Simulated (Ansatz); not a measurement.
Ansatz (a program for electronic structure) input (SVWN5/6-31G* with LANL2DZ past Ar): The .json file joins the Basis Set Exchange's 6-31G* for atoms up to Ar and LANL2DZ past it.

Ansatz 0.2 input:
```yaml
crystal:
  periodic: [false, false, false]
  atoms:
    - {symbol: Al, position_ang: [-0.00000000, -0.00000000, -1.16094100]}
    - {symbol: O, position_ang: [-0.00000000, -0.00000000, -2.75813000]}
    - {symbol: Br, position_ang: [0.00000000, 0.00000000, 1.06163600]}
basis:
  gaussian:
    orbitals: 6-31Gs+LANL2DZ.json
hamiltonian:
  xc: {name: SVWN5}
output: {forces: true}
```

Output:

```
Functional definition: SVWN5
integrals: 0.01 GiB planned
480 factors; their error is unknown
mean field: 0.08 GiB planned
mean field evaluation 1: about -8946.4486 eV, gradient 7.5e1 eV
mean field evaluation 2: about -8748.6468 eV, gradient 1.8e2 eV
mean field evaluation 4: about -8956.7015 eV, gradient 2.2e1 eV
mean field evaluation 8: about -8958.5331 eV, gradient 2.8e0 eV
mean field evaluation 16: about -8958.5355 eV, gradient 3.6e-6 eV
mean field -8958.53545397 eV, -329.2201056201 hartree, gradient 3.5e-6 eV, S^2 0.000000; 0 other end points of the search recorded, 0 dependent functions left out
the calculation of the forces begins
reference -8958.53548752 eV, -329.2201068529 hartree; 14, 14 occupied and 28, 28 virtual orbitals, 480 factors
Total energy: -8958.53548752 eV, -329.2201068529 hartree
Atom 0 at    -0.000000    -0.000000    -1.160941 Å, force    -0.000000    -0.000000     0.140482 eV/Å
Atom 1 at    -0.000000    -0.000000    -2.758130 Å, force     0.000000     0.000000    -0.577957 eV/Å
Atom 2 at     0.000000     0.000000     1.061636 Å, force     0.000000     0.000000     0.437476 eV/Å
Dipole moment:     0.000000     0.000000     0.633334 e Å
```

The geometry given is a B3LYP-D3(BJ)/def2-TZVP minimum.
